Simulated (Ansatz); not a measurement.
```yaml
crystal:
  periodic: [false, false, false]
  atoms:
    - {symbol: F, position_ang: [3.956493, -1.324196, 2.791051]}
    - {symbol: Si, position_ang: [1.265563, -2.091080, 0.724370]}
    - {symbol: F, position_ang: [-0.790590, -4.264989, 2.498104]}
    - {symbol: F, position_ang: [2.536452, -3.873026, -1.979271]}
    - {symbol: Ge, position_ang: [-1.285561, 2.177903, -0.797270]}
    - {symbol: H, position_ang: [-2.420497, 3.813622, 1.924271]}
    - {symbol: H, position_ang: [-3.879110, 1.274823, -2.753937]}
    - {symbol: H, position_ang: [0.819650, 4.161542, -2.530298]}
basis:
  gaussian: {orbitals: cc-pVDZ, nuclear_model: gaussian}
magnetization: {spin_polarized: true, initial_magnetization: 0}
hamiltonian: {xc: {name: RPBE}}
```

```sh
$ ansatz run in.yaml --threads 4 --pin off --events-out ev --progress --plain --max-ram 10444MiB
```

It prints (some lines left out):

```
Functional definition: RPBE
1195 factors; their error is unknown
mean field evaluation 1: about -72537.8082 eV, gradient 6.6e1 eV
mean field evaluation 2: about -71322.2806 eV, gradient 2.1e2 eV
mean field evaluation 4: about -72282.5255 eV, gradient 1.1e2 eV
mean field evaluation 8: about -72567.2276 eV, gradient 4.4e0 eV
mean field evaluation 16: about -72567.8021 eV, gradient 5.3e-2 eV
mean field evaluation 32: about -72569.6529 eV, gradient 2.0e-1 eV
mean field evaluation 96: about -72569.8678 eV, gradient 4.6e-1 eV
mean field evaluation 160: about -72569.8721 eV, gradient 3.7e-2 eV
mean field evaluation 224: about -72569.8679 eV, gradient 7.4e-1 eV
mean field evaluation 256: about -72569.8692 eV, gradient 4.3e-1 eV
mean field evaluation 352: about -72569.8289 eV, gradient 8.9e-1 eV
mean field evaluation 384: about -72569.8716 eV, gradient 1.4e-5 eV
mean field -72569.87248965 eV, -2666.8936243684 hartree, gradient 5.5e-6 eV, S^2 3.466365; 12 other end points of the search recorded, 0 dependent functions left out
reference -72569.87255208 eV, -2666.8936266628 hartree; 38, 38 occupied and 64, 64 virtual orbitals, 1195 factors
Total energy: -72569.87255208 eV, -2666.8936266628 hartree
```

In this input the geometry is stretched to more than twice its size. The run converged. The result belongs to that input, not to the molecule as meant.
